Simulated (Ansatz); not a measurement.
Start from `C[Si](Cl)(Cl)c1ccccc1` and change one atom or group to get `Cc1ccccc1`.

Ansatz, PBE0-D4/def2-TZVP geometries, multiplicity 1. Each molecule was computed in one conformer, which needn't be the lowest.

| property | `C[Si](Cl)(Cl)c1ccccc1` |
| --- | --- |
| size of the dipole moment (B3LYP/def2-TZVPP) / D | 2.55 |
| HOMO energy (PBE0/def2-TZVPP) / eV | -7.60 |
| LUMO energy (ωB97M-V/def2-TZVPP) / eV | 0.95 |
| HOMO–LUMO gap (ωB97M-V/def2-TZVPP) / eV | 10.63 |
| LUMO energy (PBE/def2-TZVPP) / eV | -1.89 |
| HOMO energy (ωB97M-V/def2-TZVPP) / eV | -9.68 |

Give the same properties after the change, and the shifts. (Estimate.)

Computed: 
```tsv
property	`Cc1ccccc1`	shift
size of the dipole moment (B3LYP/def2-TZVPP) / D	0.38	-2.17
HOMO energy (PBE0/def2-TZVPP) / eV	-6.95	0.65
LUMO energy (ωB97M-V/def2-TZVPP) / eV	1.85	0.90
HOMO–LUMO gap (ωB97M-V/def2-TZVPP) / eV	10.87	0.24
LUMO energy (PBE/def2-TZVPP) / eV	-1.06	0.83
HOMO energy (ωB97M-V/def2-TZVPP) / eV	-9.02	0.66
```

With PBE0 the HOMO rises by 0.65 eV and the LUMO rises by 0.88 eV, so the gap widens by about 0.23 eV. PBE moves the HOMO by 0.63 eV and ωB97M-V by 0.66 eV. Dipoles are sizes alone; their direction can turn.

B3LYP here is the variant with VWN-RPA as its local correlation; programs differ in this.
